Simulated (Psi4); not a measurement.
BCl2 (SMILES Cl[B]Cl), doublet, at a GFN2-xTB geometry. Base run: CCSD/6-31G* in Psi4.

The Psi4 input:
```
memory 2 GB

molecule mol {
0 2
B    -0.010656    0.711357   -0.062668
Cl    1.485705   -0.084460   -0.014395
Cl   -1.482571   -0.124763    0.032827
}

set {
  basis 6-31g*
  reference uhf
}

energy('ccsd')
print_variables()
```

Each row names what was changed in the base input (with any setting that the change needs).

| change | ΔE vs base (kcal/mol) | MP2 correlation (Eh) | CC correlation without the perturbative part (Eh) | basis functions | core-seconds (rough) |
|---|---|---|---|---|---|
| base | 0.000 | -0.34267 | -0.36936 | 53 | 10 |
| method = ccsd(t) | -6.82 | -0.34267 | -0.36936 | 53 | 30 |
| method = mp3 | (withheld) | -0.34280 | - | 53 | 3 |
| method = omp2 | 14.16 | -0.34280 | - | 53 | 8 |
| method = lccd | (withheld) | -0.34267 | - | 53 | 7 |
| cc_type = df | -0.414 | -0.34280 | -0.37030 | 53 | 20 |
| puream = on | 10.71 | -0.32861 | -0.35565 | 50 | 8 |
| method = mp2.5 | 9.23 | -0.34280 | - | 53 | 3 |
| freeze_core = on | 14.52 | -0.31764 | -0.34621 | 53 | 5 |
| method = mp2 | (withheld) | -0.34280 | - | 53 | 2 |

Problem. Complete the blanks.

Solution. 
- method = mp3, ΔE vs base (kcal/mol): 1.63
- method = lccd, ΔE vs base (kcal/mol): -3.61
- method = mp2, ΔE vs base (kcal/mol): 16.84

Open shells are given as the SCF converged; they aren't shown to be the lowest states, and a large step between rows can be another state.
